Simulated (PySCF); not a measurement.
Compound: C5H7O2P.
SMILES: `COc1cpc(C)o1`

Level of theory: TDDFT B3LYP/def2-SVPD, vertical, gas phase, core orbitals frozen in the response (PySCF). One conformer (not necessarily the lowest) at the PBE0-D3(BJ)/def2-SVP geometry, without solvent, vibrations or thermal averaging. Torsions of this conformer, `[CH3:1][O:2][c:3]1[cH:4][p:5][c:6]([CH3:7])[o:8]1`: C1–O2–C3–C4 178°.

| state | E (eV) | ν̃ (cm⁻¹) | f | symmetry | main configurations (H = HOMO, L = LUMO) |
| --- | --- | --- | --- | --- | --- |
| S1 | 4.65 | 37520 | 0.103 | A′ | H→L (93%) |
| S2 | 5.20 | 41960 | 0.0012 | – | H→L+1 (97%) |
| S3 | 5.41 | 43620 | 0.0008 | – | H→L+2 (94%) |
| S4 | 5.73 | 46210 | 0.021 | A′ | H→L+3 (50%), H-1→L (45%) |
| S5 | 5.94 | 47880 | 0.0063 | A″ | H-2→L (83%), H→L+4 (12%) |
| S6 | 6.00 | 48420 | 0.0065 | A″ | H→L+4 (82%), H-2→L (13%) |
| S7 | 6.33 | 51020 | 0.0038 | A″ | H→L+5 (93%) |
| S8 | 6.42 | 51790 | 0.386 | A′ | H-1→L (44%), H→L+3 (42%) |
| S9 | 6.70 | 54060 | 0.0017 | – | H→L+6 (96%) |
| S10 | 6.82 | 54990 | 0.024 | A″ | H-1→L+1 (96%) |

Triplets (Tamm–Dancoff): T1 2.96 eV, H→L (94%); T2 4.59 eV, H→L+3 (86%); T3 4.89 eV, H-1→L (89%); T4 4.98 eV, H-2→L (90%).

The lowest singlet lies at 4.65 eV (267 nm, ultraviolet) and is of moderate strength; its leading configuration is HOMO→LUMO (93%). The most intense listed level is S8 at 6.42 eV (193 nm, f = 0.386), 1.77 eV above S1. Löwdin shares by element: HOMO carbon 54% or more, phosphorus 16% (atoms not listed hold the other 30%); LUMO phosphorus 38%, carbon 35% or more, oxygen 12% or more. Of the 10 states listed, 4 reach f = 0.01 and none stays under 0.0005. Orbital energies (eV): HOMO-3 -9.59, HOMO-2 -7.76, HOMO-1 -7.32, HOMO -5.77, LUMO -0.79, LUMO+1 0.25, LUMO+2 0.63. Weighted by f, the mean energy of these states is 6.07 eV. No computed singlet lies in the visible range (380 to 750 nm); the lowest, at 267 nm, stands 1.39 eV above its violet end (3.26 eV); a Tamm–Dancoff triplet lies at 419 nm, without intensity as long as spin–orbit coupling is left out. All these states lie below the vertical ionisation energy of 7.77 eV (ΔSCF). Symmetry labels in Cs follow from the direction of the transition dipole and are given only for states with f of 0.002 or more. Only the lowest 10 singlets were computed, as vertical energies without vibronic structure.

On one thread, Intel Xeon 6975P-C (x86_64), shared host with 192 logical CPUs at a one-minute load of 19, this took 47 s wall and 0.91 GiB of memory at its peak.
